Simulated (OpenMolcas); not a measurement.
# Ag4+: effect of the IPEA shift

- Program: OpenMolcas
- Basis: ANO-RCC-VTZP [7s6p4d2f1g]
- Scalar Hamiltonian: DKH2, point nucleus
- Active space: 7 electrons in 5 orbitals (4d)
- State averaging: 2S+1 = 4 even, 10 roots; 2S+1 = 2 even, 40 roots
- Spin-orbit coupling: RASSI with atomic mean-field integrals over the reference wave functions, term energies averaged over their components

Methods on the same reference wave functions:
A. CASSCF
B. MS-CASPT2, IPEA 0 Eh, imaginary shift 0.1 Eh (closed shells correlated: 4s 4p)
C. MS-CASPT2, IPEA 0.25 Eh, imaginary shift 0.1 Eh (closed shells correlated: 4s 4p)

Energies in cm-1 above 4d7 4F 9/2, the measured ground level; measured values from the list in Gamrath, thesis, University of Mons (2023).

| Level | A | B | C | Measured |
| --- | --- | --- | --- | --- |
| 4d7 4F 9/2 | 0.0 | 0.0 | 0.0 | 0.0 |
| 4d7 4F 7/2 | 3460 | 3510 | 3500 | 3690 |
| 4d7 4F 5/2 | 5605 | 5590 | 5580 | 5816 |
| 4d7 4F 3/2 | 6947 | 6850 | 6860 | 7097 |
| 4d7 4P 3/2 [65 %] | 18349 | 14530 | 14910 | 14204 |
| 4d7 4P 5/2 | 18615 | 15180 | 15520 | 14899 |
| 4d7 2G 9/2 | 19411 | 17010 | 17500 | 16875 |
| 4d7 4P 1/2 | 20866 | 17270 | 17630 | 17067 |
| 4d7 2G 7/2 | 22850 | 20340 | 20870 | 20442 |
| 4d7 2H 11/2 | 25806 | 23310 | 23690 | 22532 |
| 4d7 2D 5/2(1) | 28398 | 24410 | 24980 | 24361 |
| 4d7 2P 1/2 | 29108 | 24500 | 24930 | 24599 |
| 4d7 2H 9/2 | 29340 | 26850 | 27250 | 26368 |
| 4d7 2D 3/2(1) [67 %] | 34219 | 29890 | 30530 | 30134 |
| 4d7 2F 5/2 | 42229 | 35400 | 36050 | 34635 |
| 4d7 2F 7/2 | 43965 | 37230 | 37870 | 36594 |
| 4d7 2D 3/2(2) | 65823 | 57090 | 57270 | 55041 |
| 4d7 2D 5/2(2) | 67500 | 58600 | 58920 | 56772 |

Deviations, from unrounded energies. A percentage is the sum of absolute deviations over the sum of measured energies, with the sign that they share, or ± where signs differ.

```json
{"Against measurement": "mean absolute deviation (cm-1)", "Levels": "17", "A": "4300", "B": "510", "C": "830"}
{"Against measurement": "fine structure of the ground term (%)", "Levels": "3", "A": "-3.6", "B": "-3.9", "C": "-4.0"}
{"Against measurement": "other terms of the ground configuration (%)", "Levels": "14", "A": "+18.2", "B": "±2.0", "C": "+3.4"}
```

B lies closest to measurement on these levels and A furthest from it. The largest miss of B in the table is 4d7 2D 3/2(2), by +2000 cm-1. The ranking rests on the paired levels alone, and a cruder setting can come out closer through cancelling errors.

Between B and C the level of the table that moves most is 4d7 2F 5/2, by 650 cm-1 (lowest in B, highest in C). Moves below CASPT2's spread within the term are not significant.

The mean deviations of B to C differ by less than CASPT2's widest spread within a term (820 cm-1), so their order carries little weight.

From A to B the spin-free energies of the other terms of 4d7 shown, above 4F, scale by factors of 0.79 to 0.89, as is usual when dynamic correlation screens the repulsion within a d or f shell.

The lowest spin-free term lies below A's lowest term by 0.400 hartree in B, 0.393 hartree in C.

CASPT2 does not keep the components of a term degenerate, so their means are used; among the terms shown or strongly mixed into the levels shown the widest spread is 820 cm-1 (4d7 4F, B). Without dynamic correlation excited terms often stand tens of per cent too high (terms of higher spin than the ground term too low), and those without a measured partner can miss by more than the paired ones (holds for A). Measured partners are found by configuration, term and J. A level has none where our copy of the source lacks it or the pairing is in doubt (some pairs that miss far off the trend of their configuration count as doubtful), and it then counts in no deviation. Only configurations of the active space appear. Levels that lie high or do not pair safely by name in every column are left out.

A share in square brackets marks a mixed level and gives the weight of the term that names it, the lowest over the columns. A number in round brackets counts repeated terms of one configuration in the order of the reference energies.
